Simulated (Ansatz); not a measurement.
Reaction (formal hydrolysis of the As–C bond): `NB1[SiH2]C1[AsH2]` + H₂O → `O[AsH2]` + `NB1C[SiH2]1`

Calculated with Ansatz (gas phase, PBE0-D4/def2-TZVP geometries, no zero-point term in ΔE). CCSD(T)/CBS is the MP2 limit (def2-TZVPP, def2-QZVPP) plus CCSD(T) − MP2 in def2-TZVPP, frozen cores. This one scheme is used for every species. Functionals use def2-TZVPP. B3LYP here is the variant with VWN-RPA as its local correlation; programs differ in this. For As outer-core shells are correlated without core-valence functions, which leaves a few kJ/mol of doubt a bond. Scalar relativity is left out up to krypton. One conformer a species, not always the lowest.

Task: Is it downhill or uphill in electronic energy at CCSD(T)/CBS, and by how much? (Best estimate.)

Result: The calculation gave: Uphill: ΔE = +8.0 kcal/mol.

Task: What do these levels give: r2SCAN-D4, PBE0-D4, B3LYP-D4, B2PLYP, MP2/def2-QZVPP, MP2/CBS(def2)? (An estimate is asked.)

Result: Computed: r2SCAN-D4 5.0, PBE0-D4 6.9, B3LYP-D4 4.4, B2PLYP 3.8, MP2/def2-QZVPP 9.9, MP2/CBS(def2) 10.3 kcal/mol.

Largest T1 diagnostic among the species: 0.013.

From PBE to PBE0 (25 % exact exchange), in def2-TZVPP and without D4, ΔE moves by +1.3 kcal/mol. The D4 term adds +3.4 kcal/mol with B3LYP and +1.9 kcal/mol with PBE0; it sums over pairs of atoms, weighted by their polarisabilities, and B3LYP, whose exchange is more repulsive, gets the larger term. In def2-TZVPP, CCSD(T) changes the Hartree–Fock value by +6.7 kcal/mol (the triples alone add +1.0 kcal/mol) and MP2 by +9.0 kcal/mol.
